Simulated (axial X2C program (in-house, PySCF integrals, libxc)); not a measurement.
# RuCO⁺: properties at the nuclei

Computed with an axial X2C code built on PySCF integrals: two-component X2C with atomic mean-field Coulomb and Gaunt terms, Gaussian nuclei, basis Ru dyall-v3z, C dyall-v3z, O dyall-av3z with contracted cores.

Ru–C–O held linear, with bonds 1.917 and 1.125 Å (near the PBE0 minimum at charge 1 of the determinant lowest at the starting distance; the state shown can have its own minimum elsewhere, held linear; other orders of the atoms were not compared).

Determinant lowest in the PBE0 search, Ω = 3/2 (⟨Sz⟩ = 1.49, ⟨Lz⟩ = 0.01 at PBE0), spin on the atoms Ru 1.52, C -0.01, O -0.02:

| level | Eeff magnitude (GV/cm) | Ws magnitude Ru (kHz) | A∥/gI Ru (MHz) | qzz Ru (a.u.) | A∥/gI C (MHz) | qzz C (a.u.) | A∥/gI O (MHz) | qzz O (a.u.) |
| --- | --- | --- | --- | --- | --- | --- | --- | --- |
| PBE0 | 2.94 | 0.891 | 467 | -4.71 | -2.08 | -0.74 | 7.53 | -0.51 |
| HF | 3.04 | 0.912 | 75.6 | -5.58 | -15.3 | -0.99 | 5.45 | -0.64 |
| r2SCAN | 2.72 | 0.811 | 505 | -4.50 | -0.424 | -0.69 | 7.07 | -0.46 |

Eeff is the effective electric field on the electron electric dipole moment in this Ω state and Ws the scalar–pseudoscalar constant of the nucleus named (defined with the proton number Z and per Ω); A∥ (defined per Ω) follows by multiplying with gI = μI/(I μN); qzz is the electric field gradient, eQq0 = 234.96 MHz × Q/barn × qzz. The operators were transformed with the bare-nucleus X2C matrices; with these basis sets, hyperfine constants and field gradients can be off by tens of per cent, and where levels differ in sign neither size nor sign is settled.

(1) With Q(101Ru) = 0.457 barn, gI(17O) = -0.7575, Q(17O) = -0.02558 barn (g factors from the IAEA table of nuclear moments by Stone; Q from Pyykkö, Mol. Phys. 2018), turn the PBE0 values of the first state into constants in MHz.

The molecule was held linear; bending was not examined, so a bent shape may lie lower.

Each state is one determinant with collinear spin, which with several unpaired electrons need not be a pure state. Unrestricted Hartree–Fock can overshoot spin polarisation at the nuclei. This is the top spin component of a Σ state; components of lower Ω are not single determinants and can lie lower. With several open shells hyperfine constants can be off by a factor of several. The search compared states at one distance, so a state with another bond length can lie lower. Further determinants of the search, some of them spin-mixed, are not shown. Where a field gradient or hyperfine factor spreads by more than a factor of two over the levels, a constant derived from it is not to be relied on.

Results:

(1) eQq0(101Ru) = 234.96 × (0.457) × (-4.71) = -506 MHz; A∥(17O) = 7.53 × -0.7575 = -5.7 MHz; eQq0(17O) = 234.96 × (-0.02558) × (-0.51) = 3.07 MHz.
